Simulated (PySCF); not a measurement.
# Excitation energy of Ir by level of theory

Ir [Xe] 4f14 5d7 6s2 (4F) → Ir [Xe] 4f14 5d6 6s2 6p1 (high-spin determinant), as a difference of total energies. Calculation: PySCF 2.14, in def2-TZVPPD with the def2 core potential (60 electrons) (6s5p3d2f1g, 59 functions); a scalar-relativistic core potential. Correlated levels: valence and next inner shell: nothing frozen outside the core potential. The calculations carry no spin-orbit coupling.

| method | excitation energy (eV) |
| --- | --- |
| UHF | 4.542 |
| MP2 (valence and next inner shell) | 5.449 |
| SCS-MP2 (valence and next inner shell) | 5.535 |
| CCSD (valence and next inner shell) | 5.276 |
| CCSD(T) (valence and next inner shell) | 5.185 |

Q: How much does correlation contribute at CCSD(T) (valence and next inner shell)?

A: 5.185 − (4.542) = 0.643 eV, measured against UHF.

The determinant of the upper state mixes LS terms, which raises its energy above the lowest term, most at the Hartree-Fock and MP2 levels.
